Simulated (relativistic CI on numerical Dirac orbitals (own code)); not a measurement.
**Transition arrays of Ba¹⁴⁺**

Method of calculation: Dirac-Coulomb-Breit CI, orbitals from a KLI potential per configuration, model QED (radiative potential, 1s self-energy scaled to tabulated hydrogen-like ionisation energies), valence Slater integrals scaled by 0.9, whole transition arrays (own radial code, finite nucleus).

CI space (outside the closed core [Ar] 3d10 4s2): 4p6 4d6, 4p6 4d5 4f, 4p5 4d7, 4p6 4d5 5p, 4p6 4d5 5f. Levels of other configurations are missing.

All E1 lines from the levels of 4p6 4d6; mean and standard deviation are weighted by gf, and upper levels are sorted by their leading configuration.

| Upper configuration | Lines | Σgf | Mean (eV) | Mean (nm) | σ (eV) | Strongest line (nm) |
| --- | --- | --- | --- | --- | --- | --- |
| 4p6 4d5 4f | 6120 | 1541.0 | 129.82 | 9.550 | 3.30 | 9.492 |
| 4p5 4d7 | 944 | 60.0 | 125.95 | 9.844 | 14.09 | 9.396 |
| 4p6 4d5 5p | 3369 | 350.2 | 132.52 | 9.356 | 3.17 | 9.512 |
| 4p6 4d5 5f | 5470 | 26.6 | 212.17 | 5.844 | 2.86 | 5.816 |

Σgf per state of the lower configuration in bins of 0.1 nm over the central range (centre: value): 5.85: 0.06, 8.95: 0.08, 9.05: 0.18, 9.15: 0.26, 9.25: 0.30, 9.35: 0.72, 9.45: 2.52, 9.55: 3.16, 9.65: 1.54, 9.75: 0.15, 9.85: 0.10.

How do configuration mixing and the scaling of the Slater integrals move the arrays?

Slater scale 0.9, no configuration mixing: 4p6 4d5 4f 124.4 ± 5.3 eV (Σgf 1199.4), 4p5 4d7 112.2 ± 9.6 eV (Σgf 443.3), 4p6 4d5 5p 136.4 ± 2.7 eV (Σgf 163.6), 4p6 4d5 5f 211.5 ± 2.9 eV (Σgf 61.5); Slater scale 1: 4p6 4d5 4f 132.3 ± 3.5 eV (Σgf 1369.0), 4p5 4d7 117.8 ± 21.2 eV (Σgf 19.4), 4p6 4d5 5p 133.5 ± 2.5 eV (Σgf 598.5), 4p6 4d5 5f 212.4 ± 3.1 eV (Σgf 25.2); Slater scale 0.8: 4p6 4d5 4f 127.4 ± 3.2 eV (Σgf 1617.2), 4p5 4d7 124.6 ± 12.3 eV (Σgf 81.6), 4p6 4d5 5p 132.6 ± 4.2 eV (Σgf 216.7), 4p6 4d5 5f 212.0 ± 2.6 eV (Σgf 28.0). With mixing, levels are counted to their leading configuration, so an array can shrink or vanish into another, and the sums then hold other lines.
